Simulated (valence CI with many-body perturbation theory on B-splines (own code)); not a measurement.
A CI+MBPT run for Rh XIII

Computed by configuration interaction combined with many-body perturbation theory (CI+MBPT): five valence electrons over a frozen Dirac-Fock core [Ar] 3d10, a basis of 11 s, 11 p, 10 d, 8 f, 5 g, 2 h functions for each j, with the one-electron correlation potential Σ1 (screened to all orders), the two-electron term Σ2, the three-electron term Σ3, Breit, model QED; selected single and double excitations, second order for the rest, scaled by the run's own slope (own B-spline code, finite nucleus).

Command, and the settings that its task file holds:

```sh
python run_cv.py task.json out
```

```
atom Rh  Z=45  mass_number=103  rms_radius_fm=4.4945
core [Ar] 3d10
valence 4s2 4p3
avg = 1
basis = M
breit = 1
cap = 32000
capref = 2000
cscale = 1
de = 0.0
dress = 0
eps = 2e-08
extrap = 1
h = 0.27
hh = 1
l2 = 3
lcore = 6
maxit = 60
n2 = 5
natural = 1
nlev = 150
nno = [5, 5, 5, 4, 2, 1]
nroot = 36
nsp = [6, 6, 5, 4, 3, 1]
pt2 = 1
qed = 1
rpa = 1
s1 = 1
s2 = 1
s3 = 1
screen = 1
tol = 2e-05
whole = 1
```

Q: Roughly how long does this run take on one core of Arm Neoverse N1, and how much memory?

A: 15 min on 1 thread of Arm Neoverse N1 (shared host), peak memory 1.3 GiB.

Log. The first blocks belong to the next ion, which gives the ionisation energy. Fields: 2J, parity (1 odd), roots, reference size, generating configurations, candidates as configurations/state functions, variational space P, stored matrix elements, Davidson steps; e2 is the range of second-order energies in hartree. The first line gives the box (bohr), its intervals, the orbitals and the steps of their self-consistent field. Window is the range of levels sought, series limit the energy at which the first omitted orbital would enter, core excitation an estimate of the first excitation out of the core, left out the lowest levels not solved, and shifts from estimates the range by which levels moved from their first estimate, all in cm⁻¹.

```
rmax 17.8 intervals 64 orbitals 83 references ['4s2 4p3', '4s 4p4', '4s2 4p2 4d', '4p5', '4s 4p3 4d'] scf 6 t 2.7
2J=0 par=0 roots 2 ref 16 generators 9 cand 2257/3176 P 2272/3192 nnz 1.3e+06 it 5
2J=0 par=0 roots 2 ref 16 generators 19 cand 3799/5901 P 6071/9093 nnz 6e+06 it 5
   second order: generators 40 cand 60512/122838 e2 -0.00007 -0.00007
reference levels 1216, estimated 563, window 991221 1/cm; series limit 1866268, core excitation 2380740
2J=3 par=1 roots 32 ref 131 generators 55 cand 410/2146 P 1399/6192 nnz 4.3e+06 it 12
2J=3 par=1 roots 32 ref 131 generators 88 cand 4284/25694 P 5683/31886 nnz 6.5e+07 it 14
   second order: generators 112 cand 210023/3177020 e2 -0.01111 -0.00271
2J=5 par=1 roots 34 ref 130 generators 51 cand 454/2480 P 1222/6239 nnz 4.6e+06 it 13
2J=5 par=1 roots 34 ref 130 generators 85 cand 3611/25607 P 4833/31846 nnz 6.8e+07 it 12
   second order: generators 112 cand 202906/3926652 e2 -0.01190 -0.00320
2J=1 par=1 roots 23 ref 81 generators 57 cand 1040/3756 P 1979/6315 nnz 3.6e+06 it 14
2J=1 par=1 roots 23 ref 81 generators 91 cand 6228/25667 P 8207/31982 nnz 5.3e+07 it 12
   second order: generators 120 cand 214573/1814126 e2 -0.00865 -0.00171
2J=5 par=0 roots 13 ref 173 generators 45 cand 649/2066 P 1506/7252 nnz 5.6e+06 it 10
2J=5 par=0 roots 13 ref 173 generators 97 cand 4586/24748 P 6092/32000 nnz 6.3e+07 it 10
   second order: generators 106 cand 194361/3285073 e2 -0.00904 -0.00321
2J=3 par=0 roots 15 ref 164 generators 53 cand 629/2050 P 1625/7216 nnz 5.4e+06 it 10
2J=3 par=0 roots 15 ref 164 generators 97 cand 4810/24589 P 6435/31805 nnz 5.8e+07 it 11
   second order: generators 108 cand 193297/2522953 e2 -0.00854 -0.00275
2J=1 par=0 roots 11 ref 101 generators 50 cand 799/1883 P 2134/6390 nnz 3.5e+06 it 9
2J=1 par=0 roots 11 ref 101 generators 88 cand 7183/25509 P 9317/31899 nnz 5.1e+07 it 10
   second order: generators 106 cand 188601/1456943 e2 -0.00343 -0.00112
2J=7 par=0 roots 6 ref 132 generators 26 cand 629/2004 P 1423/7019 nnz 5.5e+06 it 10
2J=7 par=0 roots 6 ref 132 generators 48 cand 3732/24967 P 5155/31986 nnz 7.3e+07 it 11
   second order: generators 97 cand 199581/4283880 e2 -0.00741 -0.00380
2J=9 par=0 roots 3 ref 85 generators 19 cand 861/2681 P 1550/6465 nnz 4.5e+06 it 8
2J=9 par=0 roots 3 ref 85 generators 42 cand 4158/25056 P 5708/31521 nnz 7e+07 it 11
   second order: generators 80 cand 177272/3794149 e2 -0.00560 -0.00344
2J=7 par=1 roots 28 ref 98 generators 47 cand 687/3551 P 1242/6152 nnz 4.5e+06 it 11
2J=7 par=1 roots 28 ref 98 generators 84 cand 3762/25768 P 5004/31920 nnz 6.8e+07 it 11
   second order: generators 119 cand 226994/5141028 e2 -0.01097 -0.00321
2J=9 par=1 roots 15 ref 50 generators 34 cand 782/3701 P 1439/6252 nnz 4.5e+06 it 10
2J=9 par=1 roots 15 ref 50 generators 70 cand 4315/25745 P 5754/31997 nnz 6.8e+07 it 10
   second order: generators 96 cand 197301/4686409 e2 -0.00836 -0.00286
2J=11 par=1 roots 5 ref 19 generators 19 cand 882/3552 P 1741/6133 nnz 3.8e+06 it 9
2J=11 par=1 roots 5 ref 19 generators 46 cand 5160/25881 P 6901/32014 nnz 6.1e+07 it 11
   second order: generators 93 cand 214476/5135813 e2 -0.00559 -0.00466
left out: unestimated 1316133, estimated 1047596, shifts from estimates -487 to 163
operators 5.6
```

The Davidson iterations converged.

No measured levels were compared; by estimate levels hold to about 250 cm⁻¹ or 0.2 % of their energy and the worst to 1 %, as in measured heavy ions of charge 2 to 7; those with d or f electrons hold less well. Among the levels kept, up to 2500 cm⁻¹ of a level comes from second order outside the variational space, and about a tenth of that is noise between levels of different J, which matters for small intervals.

| Property | Result |
| --- | --- |
| Valence energy | -63.32388 hartree |
| Ionisation energy | 278.37 eV (NIST: 277 ± 3 eV (theoretical)) |
| Reference configurations for the orbitals | 4s2 4p3, 4s 4p4, 4s2 4p2 4d, 4p5, 4s 4p3 4d |
| Radial orbitals | 83 |
| Box radius | 17.84 bohr |
| Largest variational space | 32014 |
| Lowest levels | 4s2 4p3 4S°_3/2 0, 4s2 4p3 2D°_3/2 35895, 4s2 4p3 2D°_5/2 49178, 4s2 4p3 2P°_1/2 72465, 4s2 4p3 2P°_3/2 100770, 4s 4p4 4P_5/2 284030, 4s 4p4 4P_3/2 308320, 4s 4p4 4P_1/2 313830, 4s 4p4 2D_3/2 350020, 4s 4p4 2D_5/2 359540, 4s 4p4 2S_1/2 395450, 4s 4p4 2P_3/2 402240, 4s2 4p2 4d 4F_3/2 438890, 4s 4p4 2P_1/2 439400 cm⁻¹ |

Names give the largest LS component (configuration and term), which can be under half, so a name can repeat, a term be missing and a line seem to break the LS rules; names also repeat where a configuration has a term twice.
